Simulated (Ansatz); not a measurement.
Cl₃HHfSe (`[Cl][Hf]([Cl])([Cl])[SeH]`), relaxed with RKS PBE0-D4/def2-TZVP in Ansatz from a GFN2-xTB geometry. The force threshold is 0.005 eV/Å; the program also tests the step.

Charge 0, multiplicity 1. Hf takes the def2 core potential.

Start:

```xyz
6

Cl    1.667    1.389    1.674
Hf    0.190    0.204    0.451
Cl   -1.820    1.206    0.613
Cl   -0.143   -1.729    1.554
Se    0.678   -0.237   -1.958
H    -0.572   -0.833   -2.333
```

Problem. By how much does the energy fall, and how many steps does the optimiser take? (Estimate.)

Solution. The calculation gave: 29.37 kJ/mol, in 9 steps.

Problem. Which bonds change most? (An estimate is asked.)

Solution. The calculation gave: Hf2–Cl4 from 2.250 to 2.323 Å; Hf2–Cl3 from 2.252 to 2.323 Å; Cl1–Hf2 from 2.254 to 2.316 Å; Hf2–Se5 from 2.497 to 2.551 Å.

Problem. Give the relaxed structure. (Estimate.)

Solution. The calculation gave: 
```xyz
6

Cl    1.782    1.402    1.482
Hf    0.076    0.182    0.499
Cl   -1.954    1.307    0.592
Cl   -0.181   -1.899    1.498
Se    0.767   -0.123   -1.937
H    -0.490   -0.869   -2.134
```
